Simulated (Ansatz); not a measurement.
Reaction: C3H5Cl (2-chloroprop-1-ene, SMILES C=C(C)Cl) → C3H5Cl (SMILES C=CCCl)
Each species at its own B3LYP-D3(BJ)/def2-TZVP minimum (Ansatz, a program for electronic structure), one conformer.

Total energies in hartree (Ansatz). Radicals and triplets start from unrestricted determinants; spin-orbit coupling is neglected. Cores are frozen in correlated methods. No relativity.

| species | HF/cc-pV(T+d)Z | CCSD(T)/cc-pV(T+d)Z | HF/cc-pV(Q+d)Z | CCSD(T)/cc-pV(Q+d)Z | CCSD(T)/cc-pV(D+d)Z | CCSDT(Q)/cc-pV(D+d)Z |
|---|---|---|---|---|---|---|
| 1: C3H5Cl (SMILES CC(=C)Cl) | -576.05678 | -576.82322 | -576.06790 | -576.88126 | -576.62673 | -576.62901 |
| 2: C3H5Cl (SMILES ClCC=C) | -576.05378 | -576.81704 | -576.06498 | -576.87505 | -576.61976 | -576.62207 |

### Question
Work out the isomerisation energy (electronic) in kcal/mol: take Hartree-Fock from cc-pV(Q+d)Z, extrapolate the CCSD(T) correlation energy as X^-3 (X = 3, 4), and add CCSDT(Q) - CCSD(T) in cc-pV(D+d)Z. 1 hartree = 627.51 kcal/mol.

### Answer

Species 1: correlation (64·(-0.81336) - 27·(-0.76644))/37 = -0.84760; step -0.00228; E1 = -576.06790 + (-0.84760) + (-0.00228) = -576.91778
Species 2: correlation (64·(-0.81007) - 27·(-0.76326))/37 = -0.84423; step -0.00231; E2 = -576.06498 + (-0.84423) + (-0.00231) = -576.91152
-1·E1 +1·E2 = 0.00626 hartree = 3.9 kcal/mol.
